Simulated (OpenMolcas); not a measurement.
# S-: input and output

Input:

```
&GATEWAY
Coord
1

S 0.0 0.0 0.0
Basis=ANO-RCC-VQZP
Group=XYZ
NoMove
AngMom=0.0 0.0 0.0
AMFI
&SEWARD
* reference wave functions (RASSCF and RASSI steps not shown): 5 electrons in 3 orbitals (3p)
>>> COPY JOB001 $Project.JobIph
&CASPT2
Multistate=3 1 2 3
Frozen=1 0
IPEA=0.25
Sig2=0.3
MaxIter=60
WThr=0.0 0.3 0.05
PrWF=0.5
NoMix
```

Output, cut to the results:

```
--- CASPT2 ---
Orbital specifications:
      -----------------------

      Symmetry species                           1   2
                                                ag  au
      Frozen orbitals                            1   0
      Inactive orbitals                          2   3
      Active orbitals                            0   3
      Secondary orbitals                        27  23
      Deleted orbitals                           0   0
      Number of basis functions                 30  29
Type of calculation                        MS-CASPT2
      Fock operator                              state-specific
      IPEA shift                                 0.25
      Real shift                                 0.00
      Imaginary shift                            0.00
      Sigma^2 regularizer                        0.30
      The input orbitals will be transformed to quasi-canonical
Reference energy:        -398.6190205790
      E2 (Non-variational):      -0.2189721211
      Shift correction:          -0.0000519754
      E2 (Variational):          -0.2190240965
      Total energy:            -398.8380446754
      Residual norm:              0.0000003421
      Reference weight:           0.92167
      Contributions to the CASPT2 correlation energy
      Active & Virtual Only:         -0.1030760357
      One Inactive Excited:          -0.0721334529
      Two Inactive Excited:          -0.0437626324
Reference energy:        -398.6190205790
      E2 (Non-variational):      -0.2189721211
      Shift correction:          -0.0000519754
      E2 (Variational):          -0.2190240965
      Total energy:            -398.8380446754
      Residual norm:              0.0000003421
      Reference weight:           0.92167
      Contributions to the CASPT2 correlation energy
      Active & Virtual Only:         -0.1030760357
      One Inactive Excited:          -0.0721334529
      Two Inactive Excited:          -0.0437626324
::    CASPT2 Root  1     Total energy:   -398.83804468
::    CASPT2 Root  2     Total energy:   -398.83804468
::    CASPT2 Root  3     Total energy:   -398.83804468
::    MS-CASPT2 Root  1     Total energy:   -398.83804468
::    MS-CASPT2 Root  2     Total energy:   -398.83804468
::    MS-CASPT2 Root  3     Total energy:   -398.83804468
```

Levels above the lowest, from the spin-orbit matrix with the single-state CASPT2 energies, averaged by term, on its diagonal:

| Configuration | Term | J | E (cm-1) | Term weight % |
| --- | --- | --- | --- | --- |
| 3s2 3p5 | 2P* | 3/2 | 0.0 | 100 |
| 3s2 3p5 | 2P* | 1/2 | 452 | 100 |

No diffuse functions were added, so excited terms of the anion can stand markedly too high. Levels of configurations outside the active space are missing.

The term weight is that of the spin-free term in the level, not the purity of its configuration. * marks odd parity.
